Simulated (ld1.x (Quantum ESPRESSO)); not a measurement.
Scattering properties, TM semilocal potential for nickel

```
Element                 : Ni (Z = 28)
Generator               : ld1.x (Quantum ESPRESSO) 7.5
Type                    : norm-conserving Troullier–Martins (semilocal form)
Functional              : PBE
Relativity              : scalar-relativistic
Frozen core             : [Ne] 3s2
Valence charge          : 16
Reference configuration : 3p6 3d8 4s0 4p0 (charge +2)
Partial waves           : 4s (bound, empty): rc 1.45 bohr; 3p (bound): rc 1.05 bohr; 3d (bound): rc 1.20 bohr
Local potential         : the d channel
Core correction         : Bessel-smoothed model core, default radius (core density twice the valence density)
```

The phase is arctan(r·u′/u) with u = r·R(r), unwrapped; energies in Ry, scanned from -9 to 5 Ry. A pole is an energy at which the radial function vanishes at the test radius. The pseudo phase is shifted by a multiple of π to meet the all-electron one at the reference energy, and phase errors are pseudo minus all-electron; the curves can meet again beyond the range given. Levels narrower than the energy grid can be missing from the lists of poles.

| channel | radius (bohr) | reference energy (Ry) | poles, all-electron | poles, pseudo | unbroken range about the reference energy with phases within 0.05 rad | phase error 1 Ry above the reference energy (rad) |
| --- | --- | --- | --- | --- | --- | --- |
| s | 1.61 | -1.59 | none | 1.17 | -7.1 to -0.8 | -0.082 |
| p | 1.61 | -6.70 | -6.32 | -6.32 | below 1.0 | -0.000 |
| d | 1.61 | -2.08 | -1.30 | -1.29 | below 1.8 | +0.005 |

Phases in the s channel:

| E (Ry) | all-electron | pseudo |
| --- | --- | --- |
| -9.00 | 1.463 | 1.325 |
| -8.52 | 1.408 | 1.317 |
| -8.04 | 1.377 | 1.307 |
| -7.56 | 1.355 | 1.297 |
| -7.08 | 1.335 | 1.286 |
| -6.60 | 1.316 | 1.273 |
| -6.12 | 1.297 | 1.258 |
| -5.64 | 1.277 | 1.242 |
| -5.16 | 1.254 | 1.222 |
| -4.68 | 1.229 | 1.200 |
| -4.20 | 1.199 | 1.174 |
| -3.72 | 1.163 | 1.142 |
| -3.24 | 1.119 | 1.102 |
| -2.76 | 1.063 | 1.051 |
| -2.28 | 0.990 | 0.984 |
| -1.80 | 0.891 | 0.890 |
| -1.32 | 0.751 | 0.748 |
| -0.84 | 0.547 | 0.514 |
| -0.36 | 0.257 | 0.095 |
| 0.12 | -0.111 | -0.550 |
| 0.60 | -0.479 | -1.133 |
| 1.08 | -0.769 | -1.511 |
| 1.56 | -0.972 | -1.797 |
| 2.04 | -1.112 | -2.090 |
| 2.52 | -1.211 | -2.473 |
| 3.00 | -1.284 | -2.983 |
| 3.48 | -1.340 | -3.488 |
| 3.96 | -1.384 | -3.842 |
| 4.44 | -1.420 | -4.063 |
| 4.92 | -1.450 | -4.206 |
